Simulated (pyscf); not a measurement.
# `[F][SiH2][NH][SiH3]`, singlet

Gas-phase minimum from PySCF at ωB97X-D3(BJ)/def2-SVP, one conformer. 

```
N
H 1 1.0177
Si 1 1.7196 2 115.87
F 3 1.6310 1 112.15 2 84.58
Si 1 1.7479 2 116.42 3 171.59
H 3 1.4824 4 106.60 1 -119.16
H 3 1.4847 6 113.56 4 116.64
H 5 1.4888 1 106.65 2 177.90
H 5 1.4922 8 109.92 1 120.23
H 5 1.4928 8 109.33 9 118.01
```

Properties at ωB97X-D3(BJ)/def2-SVP:

```json
{
 "harmonic_wavenumbers_unscaled": "60, 83, 208, 305, 428, 607, 630, 734, 793, 849, 874, 942, 949, 962, 975, 987, 1025, 1218, 2245, 2257, 2276, 2295, 2309, 3627 cm⁻¹",
 "zero_point_energy": "39.5 kcal/mol",
 "rotational_symmetry_number": "1",
 "Entropy of this conformer at 298 K and 1 atm, rigid rotor and harmonic oscillator, modes under 100 cm⁻¹ raised to 100": "332.8 J/(mol K)",
 "dipole_moment": "1.80 D"
}
```

Single-point totals, which compare only within one level (frozen core for MP2 and CC):

| level | total energy (hartree) |
|---|---|
| ωB97X-D3(BJ)/def2-TZVP | -737.47073 |
| PBE/def2-TZVP | -736.91003 |
| r²SCAN/def2-TZVP | -737.26094 |
| B3LYP-D3(BJ)/def2-TZVP | -737.45205 |
| PBE0-D3(BJ)/def2-TZVP | -736.98379 |
| M06-2X/def2-TZVP | -737.28710 |
| ωB97M-D3(BJ)/def2-TZVP | -737.50412 |
| HF/def2-TZVPP | -735.46440 |
| MP2/def2-TZVPP | -736.17766 |
| CCSD/def2-TZVPP | -736.21884 |
| CCSD(T)/def2-TZVPP | -736.24317 |

Soft torsions are taken as harmonic, which can shift the entropy by several J/(mol K). The CCSD(T) − MP2 part came from Ansatz, without density fitting, on the same reference.
